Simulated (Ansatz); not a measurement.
ClFH3N2Nb, SMILES `[NH]=[Nb]([NH2])([F])[Cl]`: the same geometry under several functionals.

```yaml
crystal:
  periodic: [false, false, false]
  atoms:
    - {symbol: N, position_ang: [-0.953942, 1.178880, 0.669055]}
    - {symbol: Nb, position_ang: [-0.233839, 0.182333, -0.554848]}
    - {symbol: N, position_ang: [0.837559, -1.070222, 0.482880]}
    - {symbol: F, position_ang: [-1.553498, -0.725241, -1.537781]}
    - {symbol: Cl, position_ang: [1.117772, 1.459495, -1.933601]}
    - {symbol: H, position_ang: [-1.445250, 1.812493, 1.281906]}
    - {symbol: H, position_ang: [0.937450, -1.091401, 1.485631]}
    - {symbol: H, position_ang: [1.385948, -1.803437, 0.050957]}
basis:
  gaussian: {orbitals: def2-TZVPP}
hamiltonian: {xc: {name: CAM-B3LYP}, dispersion: d4}
output: {orbitals: {seedname: orbitals}}
```

```sh
$ ansatz run in.yaml --threads 4 --pin off --events-out ev --progress --plain
```

Output, abridged:

```
Functional definition: CAM-B3LYP
  name "CAM-B3LYP"
  cite "Yanai, Tew & Handy, Chem. Phys. Lett. 393, 51 (2004) doi:10.1016/j.cplett.2004.06.011"
  cite "Iikura, Tsuneda, Yanai & Hirao, J. Chem. Phys. 115, 3540 (2001) doi:10.1063/1.1383587"
  cite "Becke, Phys. Rev. A 38, 3098 (1988) doi:10.1103/PhysRevA.38.3098"
  cite "Lee, Yang & Parr, Phys. Rev. B 37, 785 (1988) doi:10.1103/PhysRevB.37.785"
  cite "Vosko, Wilk & Nusair, Can. J. Phys. 58, 1200 (1980) doi:10.1139/p80-159"
  parameter alpha = 0.19
  parameter beta = 0.46
  parameter omega = 0.33/bohr
  parameter ac = 0.81
  # Exact exchange under (alpha + beta erf(omega r))/r, Becke's under what is left of 1/r.
  exchange = (1 - alpha - beta)*b88_x + beta*b88_x_sr(omega) + alpha*exact_x + beta*exact_x_lr(omega)
  correlation = (1 - ac)*vwn5_c + ac*lyp_c
1313 factors; their error is unknown
306 factors; integrals over basis functions are off by at most 1.8e-5 eV
mean field evaluation 1: about -19807.4165 eV, gradient 9.9e1 eV
mean field evaluation 2: about -19718.1896 eV, gradient 2.4e2 eV
mean field evaluation 4: about -19824.4168 eV, gradient 1.7e1 eV
mean field evaluation 8: about -19824.9545 eV, gradient 1.1e-1 eV
mean field evaluation 16: about -19825.0124 eV, gradient 6.5e-4 eV
mean field -19825.01241335 eV, -728.5557683146 hartree, gradient 6.8e-5 eV, S^2 0.000000; 0 other end points of the search recorded, 0 dependent functions left out
reference -19825.01256916 eV, -728.5557740406 hartree; 28, 28 occupied and 205, 205 virtual orbitals, 1313 factors
Total energy: -19825.19505411 eV, -728.5624802388 hartree
```

Hardware: 4 threads of a server CPU on a shared host. Wall time 4.1 s, peak host memory 0.64 GiB.

The same input with `hamiltonian: {xc: pbe0, dispersion: d4}` (abridged; 3.3 s):

```
Functional definition: PBE0
mean field evaluation 16: about -19817.2371 eV, gradient 3.5e-4 eV
mean field -19817.23714709 eV, -728.2700325497 hartree, gradient 4.2e-5 eV, S^2 0.000000
Total energy: -19817.41385286 eV, -728.2765263670 hartree
```

The same input with `hamiltonian: {xc: {name: wB97M-V}}` and forces (abridged; 11 s):

```
Functional definition: wB97M-V
mean field evaluation 16: about -19822.8523 eV, gradient 3.2e-3 eV
mean field -19822.85228745 eV, -728.4763851520 hartree, gradient 6.5e-5 eV, S^2 0.000000
Total energy: -19822.85237542 eV, -728.4763883849 hartree
Atom 0 force     0.065034    -0.101576    -0.160108 eV/Å
Atom 1 force    -0.185780     0.168822     0.335590 eV/Å
Atom 2 force     0.053483    -0.076698     0.004619 eV/Å
Atom 3 force    -0.037558    -0.035437    -0.052607 eV/Å
Atom 4 force     0.083667     0.071997    -0.106804 eV/Å
Atom 5 force     0.021695    -0.029722    -0.029335 eV/Å
Atom 6 force     0.008307    -0.013013    -0.029538 eV/Å
Atom 7 force    -0.008847     0.015626     0.038183 eV/Å
Dipole moment:     0.152181    -0.253186     0.504519 e Å
```

The same input with `hamiltonian: {xc: {name: B3LYP}, dispersion: d4}` and forces (abridged; 5.5 s):

```
Functional definition: B3LYP
mean field evaluation 16: about -19828.8440 eV, gradient 6.5e-4 eV
mean field -19828.84397017 eV, -728.6965754304 hartree, gradient 7.3e-5 eV, S^2 0.000000
Total energy: -19829.17740769 eV, -728.7088290333 hartree
Atom 0 force    -0.222775     0.305636     0.373504 eV/Å
Atom 1 force     0.068424    -0.044666    -0.162326 eV/Å
Atom 2 force     0.178155    -0.206638     0.154919 eV/Å
Atom 3 force    -0.237640    -0.171272    -0.189311 eV/Å
Atom 4 force     0.180396     0.162524    -0.191980 eV/Å
Atom 5 force     0.002866    -0.005369    -0.012995 eV/Å
Atom 6 force     0.017153    -0.025672     0.007326 eV/Å
Atom 7 force     0.013421    -0.014543     0.020862 eV/Å
Dipole moment:     0.166131    -0.252918     0.504390 e Å
```

With the line `hamiltonian: {xc: hse06, dispersion: d4}` (abridged; 3.2 s):

```
Functional definition: HSE06
mean field evaluation 16: about -19816.7521 eV, gradient 1.6e-4 eV
mean field -19816.75210373 eV, -728.2522075351 hartree, gradient 4.9e-5 eV, S^2 0.000000
Total energy: -19816.91879453 eV, -728.2583333088 hartree
```

The same input with `hamiltonian: {xc: {name: PBE-QIDH}}` (abridged; 7 s):

```
Functional definition: PBE-QIDH
mean field evaluation 16: about -19798.8418 eV, gradient 4.2e-3 eV
mean field -19798.84177532 eV, -727.5940151060 hartree, gradient 2.5e-6 eV, S^2 0.000000
8 core orbitals not correlated: weight in the atoms' cores, before any rotation towards them, 1.000 or more for the frozen orbitals, at most 0.000 for the correlated occupied ones
second order -41.50976368 eV of doubles, -0.00000000 eV of singles
Total energy: -19812.67838304 eV, -728.1025010609 hartree
```

B3LYP takes the VWN-RPA correlation (the form of Gaussian; ORCA's B3LYP/G).

HSE06 is the plane-wave form, built on full-range PBE exchange.
